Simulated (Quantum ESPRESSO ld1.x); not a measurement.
Values are calculated unless marked as measured or tabulated.
Orbital energies (hartree) of neutral vanadium, [Ar] 3d3 4s2: non-relativistic, with first-order perturbation theory as ld1.x prints it (mass-velocity, Darwin and spin-orbit terms), and from the self-consistent Dirac equation with open shells shared by 2j + 1. Spin-unpolarised spherical Kohn-Sham, PBE, point nucleus, ld1.x of Quantum ESPRESSO 7.5.

[
 {"orbital": "1s1/2", "non-rel.": "-195.714", "first order": "-197.488", "Dirac": "-197.113"},
 {"orbital": "2s1/2", "non-rel.": "-21.8712", "first order": "-22.2303", "Dirac": "-22.1414"},
 {"orbital": "2p1/2", "non-rel.": "-18.4476", "first order": "-18.7629", "Dirac": "-18.6599"},
 {"orbital": "2p3/2", "non-rel.": "-18.4476", "first order": "-18.5060", "Dirac": "-18.3990"},
 {"orbital": "3s1/2", "non-rel.": "-2.5416", "first order": "-2.5970", "Dirac": "-2.5806"},
 {"orbital": "3p1/2", "non-rel.": "-1.6133", "first order": "-1.6544", "Dirac": "-1.6386"},
 {"orbital": "3p3/2", "non-rel.": "-1.6133", "first order": "-1.6243", "Dirac": "-1.6080"},
 {"orbital": "3d3/2", "non-rel.": "-0.1965", "first order": "-0.1999", "Dirac": "-0.1913"},
 {"orbital": "3d5/2", "non-rel.": "-0.1965", "first order": "-0.1974", "Dirac": "-0.1889"},
 {"orbital": "4s1/2", "non-rel.": "-0.1708", "first order": "-0.1748", "Dirac": "-0.1728"}
]

First order keeps the non-relativistic potential frozen, so it lacks the indirect effect: the contracted s and p shells screen the nucleus better and push d and f levels up in the self-consistent Dirac solution.
